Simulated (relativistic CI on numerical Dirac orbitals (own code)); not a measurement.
Calculated at this level of theory: Dirac-Coulomb-Breit CI, orbitals from a KLI potential per configuration, model QED, unscaled Slater integrals (own radial code, finite nucleus).

The strongest absorption lines from the ground level of an ion, among the configurations computed and to levels below about 197 eV (vacuum wavelength in nm, gf): 6.5439 (0.12), 6.5660 (0.0024), 7.8720 (6.4e-05), 8.7672 (0.27), 8.7955 (0.048), 12.394 (0.0019), 38.044 (0.98), 57.339 (0.001).

(1) Which ion is it?
A. Ca⁸⁺
B. Cr¹²⁺
C. Fe¹⁴⁺
D. Ti¹⁰⁺

Answers

(1) D. Ti¹⁰⁺ has 12 electrons and the ground level 3s2 1S_0; the strongest line goes to 3s 3p 1P°_1. The pattern of lines fixes the number of electrons, and along that sequence the line energies rise steadily with the charge (about as its square where n changes within one kind of shell, about linearly where n is kept but much faster in heavy ions where fine structure, which grows about as Z⁴, sets the gap, and irregularly where shells cross), which fixes Z. Configurations outside the model, such as inner-shell arrays, can give stronger lines. At this charge energies of transitions that change n are usually good to better than 1 %, and those within a shell (Δn = 0) to a few per cent.

LS names give the leading component of a level, which can be under half, so a name can repeat, a term be missing and a line seem to break the LS rules.
